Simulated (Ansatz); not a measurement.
`NC[SiH2]O` + PH₃ → `NC[SiH2]P` + H₂O  (ligand exchange at the Si–O bond)

Gas-phase electronic energies from Ansatz, PBE0-D4/def2-TZVP geometries. CCSD(T)/CBS is the MP2 limit (def2-TZVPP, def2-QZVPP) plus CCSD(T) − MP2 in def2-TZVPP, frozen cores. This one scheme is used for every species. DFT in def2-TZVPP. Each species was taken in one conformer, which may not be the lowest.

CCSD(T)/CBS gives +71.8 kJ/mol.

(1) Another level gave +82.6 kJ/mol. Which?
A. B2PLYP/def2-TZVPP
B. CCSD(T)/def2-TZVPP
C. HF/def2-TZVPP
D. PBE/def2-TZVPP

Largest T1 diagnostic among the species: 0.013.

Results:

(1) A. B2PLYP 82.6, CCSD(T)/def2-TZVPP 77.1, PBE 63.5, HF/def2-TZVPP 98.0 kJ/mol.

In def2-TZVPP, CCSD(T) changes the Hartree–Fock value by −20.9 kJ/mol (the triples alone add −3.4 kJ/mol) and MP2 by −21.5 kJ/mol. The D4 term adds −6.9 kJ/mol with B3LYP and −4.0 kJ/mol with PBE0; it sums over pairs of atoms, weighted by their polarisabilities, and B3LYP, whose exchange is more repulsive, gets the larger term. From PBE to PBE0 (25 % exact exchange), in def2-TZVPP and without D4, ΔE moves by +3.0 kJ/mol.

B3LYP here is the variant with VWN-RPA as its local correlation; programs differ in this.
